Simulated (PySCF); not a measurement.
A geometry optimisation, step by step.

C₁₀H₁₃N.
Numbering: `[CH2:1]=[C:2]1[CH:3]=[C:4]([N:5]2[CH2:6][CH2:7][CH2:8][CH2:9]2)[C:10]1=[CH2:11]` (hydrogens: H12, H13 on C1; H14 on C3; H15, H16 on C6; H17, H18 on C7; H19, H20 on C8; H21, H22 on C9; H23, H24 on C11)

Computed by this run: PySCF 2.14.0, PBE0-D3(BJ)/def2-SVP geometry optimisation, gas phase; density fitting, grid level 1; the optimiser is geomeTRIC in internal coordinates, started from a GFN2-xTB structure with every atom displaced at random (about 0.01 Å). 8 of its 11 geometries are shown. The frame can shift and turn from step to step; on so coarse a grid that alone can change the energy by a few meV, and forces under 0.02 eV/Å are noise.

Step 0: E = -12047.1238 eV, largest atomic force 3.781 eV/Å
```
atom  x, y, z in Å  |  force x, y, z in eV/Å
C1      4.014   -0.532   -0.754   -1.781   1.202   1.123
C2      2.683   -0.397   -0.560    1.075  -0.313  -0.212
C3      1.445   -0.991   -1.094    1.716   0.162   0.049
C4      0.701   -0.234   -0.266   -3.709   0.305   0.669
N5     -0.658   -0.141   -0.079    1.367   0.668   0.661
C6     -1.291    0.731    0.904    0.308  -0.689   0.265
C7     -2.733    0.257    0.911   -0.297   0.891  -0.517
C8     -2.933   -0.211   -0.532   -0.862  -0.917   0.942
C9     -1.616   -0.877   -0.834    0.251  -0.872  -1.351
C10     1.831    0.439    0.351    0.474  -0.299  -0.422
C11     2.054    1.380    1.249    0.737   0.318   0.133
H12     4.707    0.083   -0.194    0.287   0.102   0.161
H13     4.365   -1.183   -1.494    0.772  -1.162  -1.216
H14     1.262   -1.730   -1.828   -0.334  -0.831  -0.849
H15    -1.218    1.766    0.596    0.040   0.782  -0.165
H16    -0.811    0.634    1.892    0.010   0.018  -0.024
H17    -2.864   -0.566    1.598   -0.058  -0.586   0.458
H18    -3.439    1.058    1.203    0.165  -0.181  -0.018
H19    -3.113    0.631   -1.181   -0.020   0.641  -0.506
H20    -3.814   -0.893   -0.625    0.511   0.279  -0.054
H21    -1.378   -0.833   -1.926   -0.031  -0.080   0.390
H22    -1.606   -1.959   -0.559   -0.093   0.213  -0.022
H23     3.078    1.697    1.448    0.098   0.011   0.092
H24     1.271    1.890    1.770   -0.627   0.338   0.413
```

Step 1: E = -12047.3381 eV, largest atomic force 0.677 eV/Å
```
atom  x, y, z in Å  |  force x, y, z in eV/Å
C1      3.900   -0.195   -1.234    0.511  -0.391  -0.211
C2      2.638   -0.273   -0.810   -0.271   0.245  -0.134
C3      1.415   -0.981   -1.188   -0.260  -0.113  -0.221
C4      0.641   -0.253   -0.302    0.248  -0.224   0.387
N5     -0.647   -0.253    0.066   -0.059  -0.016  -0.390
C6     -1.232    0.636    1.051   -0.033   0.203  -0.028
C7     -2.680    0.163    1.127   -0.041  -0.189   0.114
C8     -2.955   -0.367   -0.278    0.065   0.158  -0.131
C9     -1.637   -1.036   -0.658   -0.061   0.121   0.194
C10     1.824    0.498    0.192   -0.060  -0.003  -0.038
C11     2.071    1.448    1.095    0.011   0.111   0.009
H12     4.616    0.484   -0.764   -0.021   0.012  -0.020
H13     4.268   -0.850   -2.044   -0.124   0.265   0.292
H14     1.187   -1.760   -1.923    0.059   0.104   0.133
H15    -1.176    1.697    0.724    0.008  -0.142   0.016
H16    -0.708    0.562    2.016   -0.005  -0.011   0.014
H17    -2.772   -0.661    1.859    0.032   0.097  -0.047
H18    -3.368    0.960    1.438   -0.024   0.028   0.010
H19    -3.159    0.476   -0.965    0.013  -0.117   0.072
H20    -3.808   -1.056   -0.326   -0.068  -0.018  -0.002
H21    -1.438   -1.017   -1.741    0.028   0.025  -0.033
H22    -1.610   -2.092   -0.336    0.013  -0.074   0.003
H23     3.089    1.816    1.244   -0.024   0.003  -0.014
H24     1.275    1.904    1.691    0.064  -0.071   0.023
```

Step 3: E = -12047.3668 eV, largest atomic force 0.161 eV/Å
```
atom  x, y, z in Å  |  force x, y, z in eV/Å
C1      3.916   -0.219   -1.211   -0.085   0.007   0.136
C2      2.628   -0.258   -0.844    0.007   0.075  -0.089
C3      1.398   -0.961   -1.225    0.033   0.017   0.026
C4      0.640   -0.260   -0.305    0.000  -0.056   0.066
N5     -0.654   -0.249    0.049   -0.004   0.071  -0.040
C6     -1.233    0.647    1.037    0.009  -0.049   0.046
C7     -2.676    0.164    1.140    0.003   0.042  -0.026
C8     -2.966   -0.367   -0.262   -0.015  -0.047   0.035
C9     -1.652   -1.033   -0.655    0.021  -0.030  -0.004
C10     1.820    0.503    0.169   -0.001   0.005   0.019
C11     2.084    1.445    1.077    0.007  -0.016  -0.009
H12     4.612    0.460   -0.714    0.013   0.000  -0.006
H13     4.304   -0.864   -1.998    0.030  -0.052  -0.078
H14     1.171   -1.738   -1.953   -0.014  -0.032  -0.030
H15    -1.181    1.699    0.699   -0.005   0.026  -0.017
H16    -0.698    0.580    1.997    0.004   0.006  -0.011
H17    -2.747   -0.652    1.877    0.000  -0.026   0.008
H18    -3.365    0.959    1.458    0.005  -0.007  -0.002
H19    -3.181    0.469   -0.946   -0.004   0.030  -0.017
H20    -3.822   -1.057   -0.300    0.010   0.009  -0.001
H21    -1.463   -1.013   -1.741   -0.011  -0.002   0.004
H22    -1.618   -2.093   -0.334    0.000   0.014  -0.011
H23     3.102    1.825    1.194    0.007  -0.001   0.000
H24     1.313    1.863    1.726   -0.010   0.015   0.002
```

Step 4: E = -12047.3684 eV, largest atomic force 0.086 eV/Å
```
atom  x, y, z in Å  |  force x, y, z in eV/Å
C1      3.913   -0.243   -1.204   -0.009   0.026   0.041
C2      2.623   -0.254   -0.850    0.048   0.007  -0.033
C3      1.389   -0.951   -1.231    0.038   0.029   0.071
C4      0.639   -0.251   -0.303   -0.058  -0.011  -0.020
N5     -0.655   -0.236    0.046   -0.038   0.055   0.011
C6     -1.237    0.652    1.040    0.021  -0.051   0.015
C7     -2.676    0.156    1.146    0.003   0.031  -0.012
C8     -2.967   -0.369   -0.258   -0.011  -0.019   0.022
C9     -1.650   -1.024   -0.658    0.013  -0.020  -0.016
C10     1.822    0.513    0.165   -0.005  -0.038  -0.004
C11     2.094    1.456    1.069    0.001  -0.013  -0.014
H12     4.624    0.425   -0.712   -0.008   0.001   0.005
H13     4.291   -0.897   -1.990    0.018  -0.036  -0.044
H14     1.159   -1.731   -1.955   -0.008  -0.002  -0.015
H15    -1.194    1.705    0.706   -0.008   0.020  -0.006
H16    -0.698    0.584    1.998    0.007   0.009  -0.004
H17    -2.737   -0.665    1.878   -0.001  -0.013   0.006
H18    -3.370    0.944    1.471    0.001  -0.004   0.003
H19    -3.190    0.470   -0.937    0.001   0.015  -0.009
H20    -3.818   -1.064   -0.297    0.004   0.002   0.001
H21    -1.466   -0.997   -1.745   -0.005   0.002   0.003
H22    -1.607   -2.085   -0.344    0.004   0.003  -0.001
H23     3.115    1.830    1.179    0.000   0.005   0.000
H24     1.328    1.882    1.720   -0.007   0.003   0.000
```

Step 6: E = -12047.3698 eV, largest atomic force 0.045 eV/Å
```
atom  x, y, z in Å  |  force x, y, z in eV/Å
C1      3.918   -0.271   -1.193    0.017   0.009  -0.026
C2      2.624   -0.263   -0.855   -0.016  -0.038   0.018
C3      1.387   -0.951   -1.240   -0.015  -0.024  -0.002
C4      0.635   -0.245   -0.318    0.013   0.009  -0.008
N5     -0.660   -0.220    0.030    0.002   0.018  -0.023
C6     -1.230    0.658    1.039   -0.002  -0.005  -0.003
C7     -2.665    0.154    1.161    0.001  -0.012   0.009
C8     -2.974   -0.364   -0.242    0.001   0.013  -0.006
C9     -1.659   -1.009   -0.666   -0.005  -0.001   0.011
C10     1.821    0.512    0.153    0.015  -0.003   0.003
C11     2.093    1.459    1.053   -0.009   0.015   0.001
H12     4.627    0.392   -0.693    0.011  -0.005  -0.006
H13     4.300   -0.932   -1.976   -0.014   0.019   0.027
H14     1.154   -1.731   -1.964    0.000   0.016   0.001
H15    -1.199    1.714    0.710   -0.004  -0.007   0.003
H16    -0.676    0.587    1.988    0.002   0.004   0.000
H17    -2.711   -0.674    1.887    0.000   0.007  -0.002
H18    -3.359    0.935    1.502   -0.002   0.001   0.002
H19    -3.210    0.479   -0.912    0.002  -0.008   0.005
H20    -3.821   -1.063   -0.274   -0.003  -0.001   0.001
H21    -1.491   -0.974   -1.755   -0.001   0.005   0.000
H22    -1.606   -2.072   -0.360    0.003  -0.004   0.001
H23     3.114    1.832    1.166    0.000  -0.005  -0.002
H24     1.324    1.894    1.694    0.004  -0.004  -0.002
```

Step 7: E = -12047.3709 eV, largest atomic force 0.055 eV/Å
```
atom  x, y, z in Å  |  force x, y, z in eV/Å
C1      3.917   -0.299   -1.190    0.008  -0.015  -0.027
C2      2.622   -0.277   -0.855    0.034  -0.012   0.012
C3      1.379   -0.953   -1.243   -0.001   0.028   0.004
C4      0.632   -0.234   -0.328   -0.022  -0.031   0.039
N5     -0.662   -0.200    0.019   -0.016   0.020  -0.035
C6     -1.229    0.667    1.038    0.004   0.023   0.010
C7     -2.659    0.152    1.173    0.002  -0.021   0.005
C8     -2.978   -0.360   -0.230    0.007   0.003  -0.010
C9     -1.662   -0.993   -0.671   -0.006   0.001   0.022
C10     1.824    0.512    0.147   -0.011  -0.012  -0.028
C11     2.101    1.463    1.041    0.002   0.000  -0.011
H12     4.636    0.356   -0.693   -0.006   0.001   0.004
H13     4.291   -0.969   -1.968   -0.005   0.014   0.013
H14     1.138   -1.729   -1.970    0.005   0.008   0.007
H15    -1.212    1.725    0.715    0.001  -0.009  -0.001
H16    -0.664    0.597    1.980    0.002   0.000   0.000
H17    -2.690   -0.682    1.894    0.001   0.006  -0.003
H18    -3.356    0.924    1.527    0.002   0.004  -0.002
H19    -3.228    0.484   -0.893   -0.002  -0.004   0.006
H20    -3.821   -1.066   -0.257   -0.001   0.001  -0.001
H21    -1.506   -0.951   -1.762   -0.004   0.001  -0.003
H22    -1.598   -2.057   -0.371    0.002  -0.001  -0.005
H23     3.125    1.826    1.156    0.002   0.000   0.004
H24     1.332    1.911    1.674    0.002  -0.004  -0.001
```

Step 9: E = -12047.3726 eV, largest atomic force 0.035 eV/Å
```
atom  x, y, z in Å  |  force x, y, z in eV/Å
C1      3.915   -0.363   -1.184   -0.010   0.012  -0.001
C2      2.617   -0.309   -0.862    0.011  -0.019   0.011
C3      1.362   -0.957   -1.257   -0.003   0.025  -0.014
C4      0.625   -0.220   -0.348    0.000  -0.027   0.023
N5     -0.671   -0.160   -0.008   -0.002   0.008  -0.014
C6     -1.221    0.692    1.032   -0.004   0.011   0.009
C7     -2.639    0.154    1.203   -0.002  -0.002   0.002
C8     -2.990   -0.348   -0.196    0.004  -0.004  -0.001
C9     -1.679   -0.959   -0.679   -0.001   0.003   0.005
C10     1.829    0.503    0.128   -0.009   0.011  -0.014
C11     2.118    1.461    1.011    0.004  -0.007   0.001
H12     4.642    0.277   -0.680    0.003  -0.001  -0.002
H13     4.282   -1.044   -1.956    0.002  -0.003  -0.003
H14     1.107   -1.723   -1.990    0.002  -0.008   0.005
H15    -1.229    1.753    0.718    0.001  -0.002  -0.002
H16    -0.629    0.623    1.958    0.000  -0.002  -0.001
H17    -2.638   -0.687    1.915    0.001   0.000   0.000
H18    -3.337    0.913    1.584    0.002   0.002  -0.002
H19    -3.268    0.500   -0.843   -0.002   0.002   0.000
H20    -3.823   -1.064   -0.208    0.000   0.001   0.000
H21    -1.553   -0.905   -1.774   -0.001  -0.001  -0.001
H22    -1.591   -2.025   -0.391    0.000   0.000  -0.003
H23     3.149    1.806    1.129    0.001  -0.001   0.001
H24     1.354    1.932    1.633    0.000   0.001   0.000
```

Step 10: E = -12047.3728 eV, largest atomic force under 0.02 eV/Å
```
atom  x, y, z in Å  |  force x, y, z in eV/Å
C1      3.913   -0.376   -1.188   -0.006   0.008  -0.001
C2      2.615   -0.318   -0.865    0.001  -0.007   0.010
C3      1.357   -0.961   -1.259   -0.002   0.008  -0.010
C4      0.623   -0.222   -0.350    0.006  -0.009   0.005
N5     -0.672   -0.153   -0.012    0.003   0.003  -0.001
C6     -1.218    0.698    1.032   -0.002  -0.003   0.001
C7     -2.635    0.159    1.209   -0.001   0.005  -0.001
C8     -2.992   -0.342   -0.189   -0.001  -0.002   0.003
C9     -1.683   -0.952   -0.679    0.002   0.001  -0.002
C10     1.831    0.498    0.125   -0.004   0.012  -0.005
C11     2.124    1.456    1.006    0.002  -0.006   0.005
H12     4.643    0.262   -0.685   -0.001   0.000   0.000
H13     4.277   -1.058   -1.959    0.003  -0.006  -0.006
H14     1.100   -1.726   -1.992    0.000  -0.008   0.003
H15    -1.228    1.759    0.717    0.000   0.002  -0.001
H16    -0.621    0.629    1.954    0.000  -0.001  -0.001
H17    -2.629   -0.682    1.921    0.000  -0.001   0.001
H18    -3.331    0.917    1.594    0.000   0.000  -0.001
H19    -3.275    0.506   -0.833   -0.001   0.002  -0.001
H20    -3.825   -1.059   -0.197    0.001   0.001   0.001
H21    -1.564   -0.897   -1.774    0.000   0.001   0.001
H22    -1.593   -2.018   -0.392   -0.001   0.001   0.000
H23     3.155    1.797    1.123    0.000   0.000  -0.001
H24     1.362    1.931    1.627    0.000   0.001   0.000
```

**Question.** Summarise the path.

**Answer.** The energy falls by 0.2490 eV from step 0 to step 10; nine tenths of that is first reached at step 2. It falls at every step. The largest force goes from 3.781 to under 0.02 eV/Å. Among the bonds C1–H13 changes most, from 1.047 to 1.092 Å; the atoms move by 0.030 Å rms after alignment.

**Question.** Follow the three bonds and two angles with the largest change from start to end.

**Answer.** 
```tsv
step	E above end (eV)	largest force (eV/Å)	C1–H13 (Å)	C3=C4 (Å)	C4–N5 (Å)	C3–C4–C10 (°)	C3–C4–N5 (°)
0	0.2490	3.781	1.047	1.346	1.374	95.2	132.0
1	0.0346	0.677	1.105	1.383	1.340	91.9	135.5
2	0.0128	0.330	1.094	1.382	1.342	92.2	134.7
3	0.0060	0.161	1.089	1.383	1.341	92.1	135.1
4	0.0044	0.086	1.091	1.383	1.341	92.3	134.7
5	0.0037	0.077	1.093	1.383	1.341	92.0	135.2
6	0.0030	0.045	1.093	1.383	1.341	92.1	135.1
7	0.0019	0.055	1.093	1.383	1.341	92.3	134.9
8	0.0009	0.055	1.093	1.383	1.340	92.2	134.8
9	0.0002	0.035	1.092	1.383	1.340	92.2	134.9
10	0.0000	under 0.02	1.092	1.383	1.340	92.1	134.9
```

What follows is the cost of the whole optimisation. The run took 5.2 min of wall time on Arm Neoverse V1, one thread, shared host with 32 logical CPUs at a one-minute load of 9.7, and the process peaked at 0.97 GiB of memory.
